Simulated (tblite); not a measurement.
C₇H₉FSi.
Z-matrix (Å and degrees, GFN2-xTB geometry), rows numbered from 1:
```
F 
C   1  1.3526
C   2  1.3821  1  119.00
C   3  1.3844  2  118.01  1   179.94
C   4  1.3826  3  120.48  2     0.03
C   5  1.3917  4  121.12  3    -0.31
C   6  1.4889  5  120.92  4   178.47
Si  7  1.9138  6  110.36  5   -88.45
C   2  1.3805  1  118.66  3   179.92
H   3  1.0778  2  120.11  1    -0.08
H   4  1.0796  3  119.65  2  -179.79
H   5  1.0803  4  119.71  3  -179.97
H   7  1.0902  6  110.07  5    32.33
H   7  1.0900  6  110.08  5   150.79
H   8  1.4624  7  108.84  6   -59.88
H   8  1.4630  7  108.63  6    60.14
H   8  1.4641  7  108.21  6  -179.99
H   9  1.0794  2  119.59  1    -0.04
```

Computed values, GFN2-xTB/tblite, gas phase, harmonic and unscaled. This tight-binding method is rough: wavenumbers can miss measured ones by several per cent, in bad cases by 10 to 20. Modes of hydrogen on silicon can be 10 to 20 % off. One conformer, not necessarily the lowest.

Harmonic wavenumbers (cm⁻¹): 41.3, 91.0, 107.9, 223.3, 229.6, 286.0, 417.6, 418.9, 468.6, 490.4, 509.8, 538.0, 587.1, 653.0, 720.7, 753.9, 769.0, 781.2, 783.3, 799.3, 801.8, 874.7, 886.4, 924.2, 967.9, 992.5, 1092.9, 1119.8, 1149.2, 1184.9, 1200.8, 1258.2, 1276.5, 1332.7, 1443.2, 1466.6, 1477.8, 1588.3, 1605.8, 2264.0, 2274.1, 2279.6, 2985.8, 2993.9, 3079.3, 3091.9, 3098.1, 3116.1.

A = 2592, B = 807.2, C = 678.2 MHz; mass 140.046 u (most abundant isotopes); point group C1, symmetry number 1.

Q: What is the zero-point energy?

A: ½Σν̃ = 28748 cm⁻¹ = 82.20 kcal/mol.

Q: What is S at 400 K and 1 bar for an ideal gas of classical rigid rotors and harmonic oscillators?

A: Translation 42.21, rotation 30.68, vibration 35.80: S = 108.7 cal/(mol K).

Q: And Cp and H(400 K) − H(0)?

A: Cp = 48.83 cal/(mol K), of which vibrations give 40.89 (their classical limit is 48 R = 95.4); H(400 K) − H(0) = 10.96 kcal/mol without the zero-point energy, 7.78 from vibrations.

Q: What must be added to the electronic energy to get the Gibbs energy at 400 K and 1 bar?

A: ZPE + [H(400 K) − H(0)] − T·S = 82.20 + 10.96 − 43.47 = 49.69 kcal/mol.

Q: Blend soft modes into free rotors: weight 1/[1 + (100 cm⁻¹/ν̃)⁴] for the oscillator and the rest for a rotor with moment μB/(μ + B), μ = h/(8π²ν), B = 10⁻⁴⁴ kg m². What vibrational entropy results?

A: 33.17 cal/(mol K) in place of 35.80, which changes −T·S at 400 K by +1.05 kcal/mol.

Q: Which modes carry the vibrational entropy at 400 K?

A: 41.3 cm⁻¹: 5.78; 91.0 cm⁻¹: 4.22; 107.9 cm⁻¹: 3.88; 223.3 cm⁻¹: 2.48; 229.6 cm⁻¹: 2.42; 286.0 cm⁻¹: 2.02 cal/(mol K); the other 42 give 15.01 together.

Q: How do the functions run with temperature in this model?

A: 
```
 T (K)  S (cal/(mol K))  Cp (cal/(mol K))  H − H(0) (kcal/mol)  G − H(0) (kcal/mol)  ln q(vib)
   150             76.3              21.1                 2.13                -9.31       2.49
   250             89.7              32.6                 4.81               -17.62       4.67
298.15             95.9              38.2                 6.51               -22.09       5.78
   600            131.6              64.1                22.36               -56.59      13.16
   900            160.4              77.8                43.83              -100.55      20.30
```

q(vib) and H(0) count from the zero-point level.

Hindered rotation and anharmonicity are outside this model. Other conformers, if any are populated, would add a mixing term that is left out. The structure is chiral; the term R ln 2 for an equal mix with its mirror image is left out.

The run took 2.4 s on one thread of an Intel Xeon at 2.50 GHz, shared host with 64 logical CPUs at a one-minute load of 62. The figure is for the frequency step alone.
